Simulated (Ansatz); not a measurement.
The same ligand exchange along the group Mg, Zn, Cd.

Gas-phase electronic energies from Ansatz, PBE0-D4/def2-TZVP geometries. CCSD(T)/CBS is the MP2 limit (def2-TZVPP, def2-QZVPP) plus CCSD(T) − MP2 in def2-TZVPP, frozen cores. This one scheme is used for every species. DFT in def2-TZVPP. def2 core potentials past Kr. For Cd, Mg, Zn outer-core shells are correlated without core-valence functions, which leaves a few kJ/mol of doubt a bond. Scalar relativity is left out up to krypton. Each species was taken in one conformer, which may not be the lowest.

| reaction | CCSD(T)/CBS(def2) (kcal/mol) |
| --- | --- |
| `[OH][Mg][O][SiH3]` + NH₃ → `[NH2][Mg][O][SiH3]` + H₂O | 14.5 |
| `[OH][Zn][O][SiH3]` + NH₃ → `[NH2][Zn][O][SiH3]` + H₂O | 4.5 |
| `[OH][Cd][O][SiH3]` + NH₃ → `[NH2][Cd][O][SiH3]` + H₂O | ? |

Problem. Fill in the missing values. (Best estimate.)

Solution. Ansatz gave: `[OH][Cd][O][SiH3]` + NH₃ → `[NH2][Cd][O][SiH3]` + H₂O: +2.2 kcal/mol.

Largest T1 diagnostic: 0.016, for `[OH][Zn][O][SiH3]`.
